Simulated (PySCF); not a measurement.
## Electronic absorption of C7H8O2

C7H8O2.
SMILES: `o1c(cccc1CC)=O`

Level of theory: TDDFT B3LYP/def2-SVPD, vertical, gas phase, core orbitals frozen in the response in PySCF 2.14.0, density-fitted response routines. One conformer (not necessarily the lowest) at the GFN2-xTB geometry, without solvent, vibrations or thermal averaging. Torsions of this conformer, `[CH3:1][CH2:2][c:3]1[cH:4][cH:5][cH:6][c:7](=[O:8])[o:9]1`: C1–C2–C3–C4 -109°.

```csv
state,E (eV),λ (nm),ν̃ (cm⁻¹),f,"main configurations (H = HOMO, L = LUMO)"
S1,4.37,283.8,35240,0.177,H→L (97%)
S2,4.58,270.8,36930,0.0001,H-1→L (97%)
S3,5.94,208.8,47880,0.066,"H→L+1 (65%), H→L+2 (24%), H-2→L (8%)"
S4,6.03,205.7,48610,0.032,"H→L+2 (73%), H→L+1 (18%)"
S5,6.09,203.6,49120,0.0007,H-1→L+1 (90%)
S6,6.66,186.1,53750,0.0066,H→L+3 (93%)
S7,6.67,185.8,53830,0.0064,"H-3→L (77%), H-4→L (12%)"
S8,6.88,180.3,55450,0.0024,"H→L+4 (87%), H→L+5 (11%)"
```

Triplets (Tamm–Dancoff): T1 2.87 eV, H→L (97%); T2 4.30 eV, H-1→L (91%); T3 4.50 eV, H→L+1 (90%).

The lowest singlet lies at 4.37 eV (284 nm, ultraviolet) and is strong; its leading configuration is HOMO→LUMO (97%). The lowest level is also the most intense of those listed (f = 0.177). S6/S7 lie within about 0.01 eV of each other. Löwdin shares by element: HOMO carbon 54% or more, oxygen 18% or more (atoms not listed hold the other 28%); LUMO carbon 57% or more, oxygen 11% or more (atoms not listed hold the other 32%). Weighted by f, the mean energy of these states is 5.04 eV. Orbital energies (eV): HOMO-3 -9.78, HOMO-2 -9.37, HOMO-1 -7.70, HOMO -6.65, LUMO -1.91, LUMO+1 -0.21, LUMO+2 0.21. The oscillator strengths of these states sum to 0.291; summed over the whole spectrum of an exact calculation they would give the number of electrons, 66 (Thomas–Reiche–Kuhn). The window holds the lowest 8 singlets.
